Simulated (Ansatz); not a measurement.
`F[SiH2][SiH](F)S` + HBr → `F[SiH2][SiH](F)Br` + H₂S at 400 K and 1 bar (ligand exchange at the Si–S bond).

Calculated with Ansatz (gas phase, PBE0-D4/def2-TZVP geometries, no zero-point term in ΔE). CCSD(T)/CBS adds triple-zeta CCSD(T) − MP2 to the extrapolated MP2 energy (def2 sets, frozen cores). This one scheme is used for every species. For Br outer-core shells are correlated without core-valence functions, which leaves a few kJ/mol of doubt a bond. Scalar relativity is left out up to krypton. Each species was taken in one conformer, which may not be the lowest.

```
            species  CCSD(T)/CBS energy (Eh)  H − E (kJ/mol)  S (J/(mol·K))
 `F[SiH2][SiH](F)S`              -1178.07420           146.7          410.3
                HBr              -2573.91920            27.6          207.2
`F[SiH2][SiH](F)Br`              -3353.03256           121.6          412.9
                H₂S               -398.97279            53.4          215.9
```

H − E and S are ideal-gas, rigid-rotor, harmonic terms from PBE0-D4/def2-TZVP, for one conformer and one mirror image of each species. 1 Eh = 2625.50 kJ/mol, R = 8.31446 J/(mol·K).

Task: By hand: ΔE, ΔH, ΔS and ΔG.

Result: ΔE = (-3353.03256) + (-398.97279) − (-1178.07420) − (-2573.91920) = -0.01195 Eh = -31.4 kJ/mol. Δ(H − E) = 121.6 + 53.4 − 146.7 − 27.6 = 0.7, so ΔH = -30.7 kJ/mol. ΔS = 412.9 + 215.9 − 410.3 − 207.2 = 11.3 J/(mol·K). ΔG = -30.7 − 400 × (11.3)/1000 = -35.2 kJ/mol.

Task: By hand: the equilibrium constant, and the temperature at which ΔG would vanish if ΔH and ΔS stayed fixed.

Result: log₁₀ K = −ΔG/(RT ln 10) = 4.6. ΔH and −TΔS have one sign here, so there is no such temperature.

The number of gas molecules stays the same, so ΔS is small and ΔH decides. A doubt of 5 kJ/mol in ΔE shifts log₁₀ K by 0.7 here. Other conformers and mirror images would add mixing entropy, several J/(mol·K) or more a flexible species. Modes under 60 cm⁻¹, often nearly free rotors, make the harmonic entropy too high. These are equilibria of isolated gas molecules and say nothing of rates. Largest T1 diagnostic: 0.012 (customary marks: 0.02 for closed shells, 0.045 for open ones).

ΔS is within the doubt of such terms, so its sign, and with it that verdict, could turn.
